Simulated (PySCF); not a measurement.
HNSi, SMILES [NH+]#[Si-].

The structure is a stationary point at PBE0-D3(BJ)/def2-TZVPD.

Calculation: TDA-PBE/def2-TZVPD (PySCF).

Vertical excitations; the highest root listed may be one member of a degenerate set.  State labels are in the subgroup C2v.

| state | symmetry | energy (eV) | λ (nm) | f | main pairs |
|---|---|---|---|---|---|
| S1 | A2 | 4.80 | 258 | 0.000 | HOMO→LUMO 50 %, HOMO−1→LUMO+1 50 % |
| S2 | A2 | 4.99 | 248 | 0.000 | HOMO−1→LUMO+1, HOMO→LUMO (degenerate set) |
| S3 | A1 | 4.99 | 248 | 0.000 | HOMO→LUMO+1, HOMO−1→LUMO (degenerate set) |
| S4 | B1 | 6.66 | 186 | 0.065 | HOMO−2→LUMO, HOMO−1→LUMO+2 (degenerate set) |
| S5 | B2 | 6.66 | 186 | 0.065 | HOMO−2→LUMO+1, HOMO→LUMO+2 (degenerate set) |
| S6 | B1 | 7.15 | 173 | 0.223 | HOMO−1→LUMO+2, HOMO−2→LUMO (degenerate set) |
| S7 | B2 | 7.15 | 173 | 0.223 | HOMO→LUMO+2, HOMO−2→LUMO+1 (degenerate set) |
| S8 | A1 | 7.27 | 171 | 0.075 | HOMO−2→LUMO+2 38 %, HOMO−1→LUMO 25 %, HOMO→LUMO+1 25 % |
| S9 | B2 | 7.46 | 166 | 0.007 | HOMO→LUMO+3 (degenerate set) |
| S10 | B1 | 7.46 | 166 | 0.007 | HOMO−1→LUMO+3 (degenerate set) |
| T1 | A1 | 3.92 | 316 | 0 | HOMO→LUMO+1 49 %, HOMO−1→LUMO 49 % |
| T2 | A2 | 4.23 | 293 | 0 | HOMO→LUMO, HOMO−1→LUMO+1 (degenerate set) |
| T3 | A1 | 4.23 | 293 | 0 | HOMO−1→LUMO, HOMO→LUMO+1 (degenerate set) |
| T4 | B1 | 4.56 | 272 | 0 | HOMO−2→LUMO 99 % |
Triplets are in the Tamm–Dancoff approximation.
